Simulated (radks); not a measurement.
Spherical quantum dot in the effective-mass picture: electrons in a hard-walled sphere of radius 2.25, with a point charge +1 (a donor) at the centre, all in effective atomic units (hartree* = m*/eps^2 hartree, bohr* = eps/m* bohr), one dielectric constant everywhere. Calculated with a radial shooting solver with Libxc functionals: non-relativistic Kohn-Sham, LDA (Slater exchange, Perdew-Wang correlation), spin-polarised, spherical densities. Levels are named by radial order and angular momentum (1s, 1p, 1d, 2s, ...), and open shells are averaged over m. Results are scaled to m* = 0.415 and eps = 5.1, for which hartree* = 434.2 meV and bohr* = 0.6503 nm.

N = 20, configuration 1s2 1p6 1d10 2s2. This is the lowest configuration that the search found. Occupied and some empty levels:

level,occupation,eigenvalue (meV),<r> (nm)
1s,2,5276.0,0.8854
1p,6,5569.4,0.9708
1d,10,6006.8,1.020
2s,2,6471.4,0.6367
1f,0,6579.5,1.056
1g,0,7277.7,1.086
2p,0,7404.2,0.7604

Energy (meV): total 65598.8, kinetic 25162, external -6881.7, Hartree 53227, exchange-correlation -5908.1.

Electron density:

r (nm),n(r) (e/nm^3)
0.112,5.741
0.222,4.017
0.331,2.824
0.441,2.099
0.550,1.807
0.659,1.895
0.769,2.241
0.879,2.623
0.988,2.745
1.10,2.374
1.21,1.527
1.32,0.5794
1.43,0.03786
